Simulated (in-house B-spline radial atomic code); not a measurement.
A fraction x of an electron is removed from 4d in Tb, starting from [Xe] 4f9 6s2 and keeping the highest spin. Method: scalar-relativistic (X2C) RPBE, spin-polarised, spherical fractional occupations, Fermi nucleus of rms radius 5.06 fm. Calculated with a radial B-spline atomic code at the basis-set limit.

```
   x  E(x) - E(0) (eV)  4d down level (eV)
   0            0.0000            -144.058
0.08           11.5689            -145.173
0.19           27.6258            -146.785
0.27           39.4171            -148.003
0.43           63.2990            -150.540
 0.5           73.8768            -151.688
0.52           76.9139            -152.020
0.72                 ?                   ?
0.82                 ?                   ?
0.99          150.2680            -160.258
   1          151.8715            -160.442
```

What belongs in the row x = 0.72?

An energy change of 107.6560 eV; 4d down at -155.427 eV.

What belongs in the row x = 0.82?

An energy change of 123.2864 eV; 4d down at -157.187 eV.

Check Janak's theorem between x = 0.08 and 0.19.

The slope of the energy is 145.97 eV; the orbital levels give 145.98 eV (-ε of the emptying orbital, averaged over the two points).
